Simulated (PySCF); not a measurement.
C₆ coefficients of unlike pairs at PBE0

Calculated with PySCF 2.14 from the dipole response of each species, C₆(A,B) = (3/π) ∫ α_A(iu) α_B(iu) du, in atomic units, from isotropic polarisabilities. For ions this is the dispersion term alone; charge-induced terms of lower order in 1/R come first.

```tsv
species	configuration	basis	relativity	α (bohr³)	C₆ (like pair)
Cl³⁺	[Ne] 3s2 3p2 (3P)	aug-cc-pCVTZ-DK (8s7p5d3f)	spin-free X2C	4.347	11.81
O⁺	[He] 2s2 2p3 (4S)	def2-TZVPPD (6s4p3d1f)	none	2.610	5.036
Ag²⁺	[Kr] 4d9 (2D)	aug-cc-pwCVDZ-PP with ECP28MDF (6s6p5d3f)	core potential	5.639	28.68
Cu	[Ar] 3d10 4s1 (2S)	def2-QZVPPD (11s6p5d4f2g)	none	48.85	315.6
```

(1) Estimate C₆ for Cu with O⁺.

No spin-orbit coupling is included.

The other pairs:

```tsv
pair	C₆
Ag²⁺, Cl³⁺	17.95
O⁺, Cl³⁺	7.652
Cu, Cl³⁺	50.58
Ag²⁺, O⁺	11.96
Cu, Ag²⁺	71.24
```

Results:

(1) The integral gives 31.53. The combination rule 2 C_A C_B / (C_A α_B/α_A + C_B α_A/α_B) gives 28.61 and the geometric mean 39.87.
